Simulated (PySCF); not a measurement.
TeClBr, SMILES [Te](Br)Cl. Coordinates come from a PBE0-D3(BJ)/def2-TZVP optimisation. The def2 effective core potentials stand for the cores of Te; spin–orbit coupling is left out.

The numbers are results of PySCF with PBE0-D3(BJ)/def2-TZVP, not measurements.

Harmonic wavenumbers (cm⁻¹): 107, 265, 379. Rotational constants (GHz): 4.158, 1.287, 0.9827; symmetry number 1.

### Question
Work out the zero-point energy and the ideal-gas rigid-rotor harmonic-oscillator thermochemistry at 298.15 K and 1 atm.

### Answer
ZPE = ½ Σ hcν = ½ × 752 cm⁻¹ = 4.50 kJ/mol. H − E(el) = 18.39 kJ/mol. Entropy in J/(mol K): translation 177.25, rotation 119.26, vibration 25.03, total 321.54. G − E(el) = -77.47 kJ/mol. Cp = 54.99 J/(mol K). Modes under 150 cm⁻¹ make the vibrational entropy uncertain.
